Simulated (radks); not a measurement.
All-electron atom: I+ in [Kr] 4d10 5s1 5p4 6s1 (not the ground configuration). Method: scalar-relativistic Kohn-Sham, SOGGA, spin-polarised, spherical densities, point nucleus; open shells are filled with parallel spins first (spin-orbit coupling, left out, can overturn this in heavy ions); computed with a radial shooting solver on a logarithmic mesh with Libxc functionals.

X-ray form factor f0, the Fourier transform of the density (f0(0) = 52):

sin(theta)/lambda (1/angstrom)  f0 (electrons)
0.05                                    50.852
0.1                                     48.241
0.15                                    45.268
0.2                                     42.302
0.25                                    39.453
0.3                                     36.796
0.4                                     32.105
0.5                                     28.136
0.6                                     24.843
0.8                                     20.181
1                                       17.271
1.25                                    14.545
1.5                                     12.094
2                                        8.218
